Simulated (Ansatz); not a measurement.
Reaction (redistribution): `[O]=[Ta]([OH])([F])[Cl]` + `C#[C][Al]([F])[Cl]` → `[O]=[Ta]([OH])([Cl])[Cl]` + `C#[C][Al]([F])[F]`

Calculated with Ansatz (gas phase, PBE0-D4/def2-TZVP geometries, no zero-point term in ΔE). CCSD(T)/CBS adds triple-zeta CCSD(T) − MP2 to the extrapolated MP2 energy (def2 sets, frozen cores). DFT in def2-TZVPP. B3LYP here is the variant with VWN-RPA as its local correlation; programs differ in this. HSE06 is defined as in plane-wave codes. def2 core potentials past Kr. For Ta outer-core shells are correlated without core-valence functions, which leaves a few kJ/mol of doubt a bond. Each species was taken in one conformer, which may not be the lowest.

`[O]=[Ta]([OH])([F])[Cl]`:

Z-matrix (Å, degrees):
```
Ta
O 1 1.890
F 1 1.873 2 111.2
O 1 1.709 2 105.5 3 117.7
Cl 1 2.301 2 111.3 3 -123.7
H 2 0.959 1 131.7 3 62.5
```

`C#[C][Al]([F])[Cl]`:

```xyz
6

C    -0.230   -1.382   -1.262
C    -0.122   -0.513   -0.430
Al    0.068    0.848    0.850
F    -0.995    0.961    2.089
Cl    1.603    2.236    0.750
H    -0.324   -2.150   -1.997
```

`[O]=[Ta]([OH])([Cl])[Cl]`:

Z-matrix (Å, degrees):
```
Ta
O 1 1.887
Cl 1 2.297 2 111.0
O 1 1.706 2 105.2 3 117.9
Cl 1 2.297 2 111.0 3 -124.1
H 1 2.610 2 16.3 3 -62.1
```

`C#[C][Al]([F])[F]`:

```xyz
6

C     1.842   -0.126    0.027
C     0.637   -0.043    0.009
Al   -1.235    0.084   -0.018
F    -2.008    0.884   -1.216
F    -2.144   -0.601    1.156
H     2.907   -0.199    0.042
```

| level | ΔE (kJ/mol) | difference from CCSD(T)/CBS |
| --- | --- | --- |
| revPBE-D4 | -5.9 | 11.4 |
| BLYP-D4 | -9.6 | 7.7 |
| r2SCAN-D4 | -7.5 | 9.8 |
| B97M-V | -7.8 | 9.5 |
| PBE0-D4 | -8.5 | 8.8 |
| B3LYP-D4 | -10.8 | 6.5 |
| r2SCANh-D4 | -8.5 | 8.8 |
| r2SCAN0-D4 | -9.7 | 7.6 |
| HSE06-D4 | -8.5 | 8.8 |
| BHLYP-D4 | -12.1 | 5.2 |
| CAM-B3LYP-D4 | -7.6 | 9.7 |
| ωB97X-V | -4.1 | 13.2 |
| ωB97M-V | -7.2 | 10.1 |
| B2PLYP | -14.5 | 2.8 |
| PBE-QIDH | -14.6 | 2.7 |
| PBE | -5.8 | 11.5 |
| revPBE | -4.3 | 13.0 |
| BLYP | -7.7 | 9.6 |
| r2SCAN | -7.3 | 10.0 |
| PBE0 | -7.6 | 9.7 |
| B3LYP | -9.1 | 8.2 |
| r2SCANh | -8.2 | 9.1 |
| HSE06 | -7.6 | 9.7 |
| BHLYP | -10.0 | 7.3 |
| LC-ωPBE | -0.4 | 16.9 |
| RPA@PBE/def2-TZVPP | -15.8 | 1.5 |
| HF/def2-SVP | -0.5 | 16.8 |
| MP2/def2-SVP | -11.8 | 5.5 |
| CCSD/def2-SVP | -4.4 | 12.9 |
| CCSD(T)/def2-SVP | -5.7 | 11.6 |
| HF/def2-TZVPP | -6.8 | 10.5 |
| SCS-MP2/def2-TZVPP | -20.7 | -3.4 |
| CCSD/def2-TZVPP | -14.4 | 2.9 |
| CCSD(T)/def2-TZVPP | -16.5 | 0.8 |
| HF/def2-QZVPP | -8.7 | 8.6 |
| MP2/def2-QZVPP | -25.9 | -8.6 |
| SCS-MP2/def2-QZVPP | -21.6 | -4.3 |
| HF/CBS(def2) | -9.0 | 8.3 |
| MP2/CBS(def2) | -25.6 | -8.3 |
| CCSD/CBS(def2) | -15.3 | 2.0 |
| CCSD(T)/CBS | -17.3 | 0 |

Largest T1 diagnostic among the species: 0.020.

In def2-TZVPP, CCSD(T) changes the Hartree–Fock value by −9.6 kJ/mol (the triples alone add −2.1 kJ/mol) and MP2 by −17.9 kJ/mol. At CCSD(T), def2-SVP lies +11.6 kJ/mol from the extrapolated value and def2-TZVPP +0.8 kJ/mol.
